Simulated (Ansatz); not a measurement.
Geometry optimisation, RKS B3LYP/def2-SVP in Ansatz.

input.yaml

```yaml
crystal:
  periodic: [false, false, false]
  atoms:
    - { symbol: Al, position_ang: [0.30631, -0.863402, 0.132667] }
    - { symbol: O, position_ang: [1.434509, -0.053715, -1.037923] }
    - { symbol: "N", position_ang: [-1.081788, -1.800118, -0.457465] }
    - { symbol: "N", position_ang: [0.840005, -0.874194, 1.820342] }
    - { symbol: H, position_ang: [0.303845, 1.902759, -0.838435] }
    - { symbol: "N", position_ang: [-0.55206, 2.190059, -0.358834] }
    - { symbol: H, position_ang: [1.41974, -0.348425, -1.955646] }
    - { symbol: H, position_ang: [-1.526919, -1.682181, -1.361584] }
    - { symbol: H, position_ang: [-1.645805, -2.414992, 0.120374] }
    - { symbol: H, position_ang: [0.257062, -1.071314, 2.626416] }
    - { symbol: H, position_ang: [1.737949, -0.509281, 2.121075] }
    - { symbol: H, position_ang: [-0.307615, 2.965283, 0.258043] }
    - { symbol: H, position_ang: [-1.185133, 2.55962, -1.06903] }
basis:
  gaussian: { orbitals: def2-SVP }
hamiltonian:
  xc: b3lyp
relax:
  f_tol: 0.03
  max_steps: 50
output:
  orbitals: {}
```

Run as:

```bash
$ ansatz run input.yaml --threads 2 --pin off --max-ram 3072MiB --backend cpu --events-out ev --progress --plain --runs-dir out
```

Question: Where does it end, and by what steps?

Answer: It converged. After 13 steps the energy has fallen by 0.872 eV; H13 moved furthest, 1.03 Å. Joined: Al1–N6.

```
step  energy less start (eV)  largest force component (eV/Å)  accepted
   0                  0.0000                           1.163       yes
   1                 -0.1802                           0.691       yes
   2                 -0.3610                           0.669       yes
   3                 -0.5658                           0.744       yes
   4                 -0.6726                           1.150       yes
   5                 -0.7578                           0.828       yes
   6                 -0.8055                           1.177       yes
   7                 -0.8216                           1.170       yes
   8                 -0.8589                           0.259       yes
   9                 -0.8537                           0.505        no
  10                 -0.8674                           0.120       yes
  11                 -0.8694                           0.069       yes
  12                 -0.8700                           0.067       yes
  13                 -0.8723                           0.023       yes
```

```xyz
13
Properties=species:S:1:pos:R:3
Al 0.221 -0.316 -0.096
O 1.471 -0.091 -1.299
N -1.293 -1.243 -0.472
N 0.734 -0.375 1.645
H 0.171 2.118 -0.974
N -0.397 1.630 -0.279
H 2.008 -0.841 -1.571
H -1.633 -1.374 -1.421
H -1.569 -2.056 0.073
H 0.213 -0.866 2.366
H 1.714 -0.354 1.919
H -0.255 2.063 0.636
H -1.384 1.704 -0.529
```

Time of the run: 48 s on 2 threads of Arm Neoverse V1, with other jobs on the host, peak memory 0.25 GiB.
